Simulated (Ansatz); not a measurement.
**Question.** Predict a relaxed structure of Si6N8, charge 0, singlet, at r2SCAN-D4/def2-SVP (Ansatz).

**Answer.** 
```xyz
14

Si    2.245   -0.819   -3.187
Si    1.027    1.444    3.311
Si   -3.997    2.238    0.875
Si   -1.066    0.840    1.100
Si    1.292   -3.276   -2.555
Si    0.309   -0.994   -1.092
N     2.308    1.489    4.269
N    -0.337    1.499    2.424
N    -0.635   -0.311    0.059
N     2.370   -2.462   -3.591
N    -2.860    0.975    1.361
N    -2.286    2.064    0.491
N     1.321   -0.045   -2.061
N     0.310   -2.641   -1.406
```
 This is one stationary point.

The restricted singlet is unstable towards broken spin symmetry at other levels; at r2SCAN-D4/def2-SVP this wasn't settled. The structure comes from a short search, and lower isomers may exist.
